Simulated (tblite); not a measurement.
Compound: C6H10N2OSi.
Cartesian coordinates in Å at the GFN2-xTB level; atoms count from 1:
```xyz
20
C6H10N2OSi angstrom
C     -1.250   -2.045    0.442
C     -1.361   -0.600    0.066
O     -2.428    0.000   -0.031
N     -0.266    0.127   -0.205
Si    -0.866    1.731   -0.672
C     -1.549    2.543    0.861
N     -1.934    3.059    1.808
C      1.061   -0.381   -0.151
C      2.166    0.483    0.373
C      1.692   -0.688    1.179
H     -2.245   -2.475    0.514
H     -0.744   -2.139    1.401
H     -0.668   -2.582   -0.304
H      0.378    2.447   -0.984
H     -1.766    1.713   -1.810
H      1.302   -1.044   -0.979
H      3.127    0.429   -0.113
H      1.906    1.466    0.732
H      2.322   -1.560    1.259
H      1.118   -0.474    2.067
```

Method: GFN2-xTB as coded in tblite; computed harmonic values from a numerical Hessian at the method's own geometry, unscaled. The method is semi-empirical: single wavenumbers can be off by several per cent or more. Modes of hydrogen on silicon can be 10 to 20 % off. One conformer, not necessarily the lowest.

Harmonic wavenumbers (cm⁻¹): 49.5, 59.5, 71.5, 115.6, 140.6, 152.1, 169.3, 188.8, 304.7, 337.8, 352.3, 389.4, 438.6, 520.0, 541.4, 566.9, 608.9, 627.2, 658.4, 739.9, 801.4, 829.4, 849.0, 929.1, 972.9, 987.1, 1005.5, 1032.5, 1049.7, 1071.9, 1081.7, 1087.7, 1155.1, 1224.9, 1263.7, 1354.7, 1374.6, 1424.8, 1430.8, 1447.7, 1456.0, 1477.3, 1645.0, 2226.9, 2363.8, 2376.8, 2974.5, 3020.7, 3028.6, 3058.6, 3091.0, 3095.0, 3101.5, 3119.8.

A = 1480, B = 966.2, C = 740.2 MHz; mass 154.056 u (most abundant isotopes); point group C1, symmetry number 1.

Task: Zero-point energy?

Result: Half the sum of the wavenumbers: 32721 cm⁻¹ = 93.55 kcal/mol.

Task: Entropy at 350 K, 1 bar (ideal gas, RRHO, classical rotation)?

Result: Translation 41.83, rotation 30.58, vibration 43.36: S = 115.8 cal/(mol K).

Task: And Cp and H(350 K) − H(0)?

Result: Cp = 50.11 cal/(mol K), of which vibrations give 42.16 (their classical limit is 54 R = 107.3); H(350 K) − H(0) = 10.54 kcal/mol without the zero-point energy, 7.76 from vibrations.

Task: How do the functions run with temperature in this model?

Result: 
| T (K) | S (cal/(mol K)) | Cp (cal/(mol K)) | H − H(0) (kcal/mol) | G − H(0) (kcal/mol) | ln q(vib) |
| --- | --- | --- | --- | --- | --- |
| 150 | 84.0 | 27.8 | 2.73 | -9.87 | 4.07 |
| 250 | 100.8 | 39.1 | 6.07 | -19.13 | 7.42 |
| 298.15 | 108.2 | 44.5 | 8.09 | -24.17 | 9.00 |
| 400 | 122.8 | 55.1 | 13.17 | -35.94 | 12.24 |
| 600 | 148.3 | 70.8 | 25.87 | -63.11 | 18.34 |
| 900 | 180.1 | 85.6 | 49.52 | -112.54 | 26.71 |

q(vib) and H(0) count from the zero-point level.

Task: Which modes carry the vibrational entropy at 350 K?

Result: 49.5 cm⁻¹: 5.15; 59.5 cm⁻¹: 4.79; 71.5 cm⁻¹: 4.43; 115.6 cm⁻¹: 3.48; 140.6 cm⁻¹: 3.10; 152.1 cm⁻¹: 2.95 cal/(mol K); the other 48 give 19.44 together.

Hindered rotation and anharmonicity are outside this model. Other conformers, if any are populated, would add a mixing term that is left out. The structure is chiral; the term R ln 2 for an equal mix with its mirror image is left out.
